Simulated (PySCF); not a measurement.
BCl₃H₂O₂Si, SMILES OB(O)[Si](Cl)(Cl)Cl. Geometry: B3LYP-D3(BJ)/def2-SVP. The structure was generated by enumeration, and PubChem lists no compound with its InChIKey, so it may never have been made. The values are those of a single conformer.

Give the equilibrium geometry at B3LYP-D3(BJ)/def2-SVP (PySCF confirms it by a frequency run) as a Z-matrix, and its point group. (The exact figures need the calculation; the answer reports its results.)

This is not unique; one that fits is point group Cs.
```
B
O 1 1.3500
H 2 0.9695 1 112.76
O 1 1.3565 2 121.29 3 0.00
H 4 0.9683 1 113.45 2 180.00
Si 1 2.0243 2 118.93 3 180.00
Cl 6 2.0669 1 113.49 2 62.10
Cl 6 2.0669 1 113.49 2 -62.10
Cl 6 2.0932 1 105.48 2 180.00
```
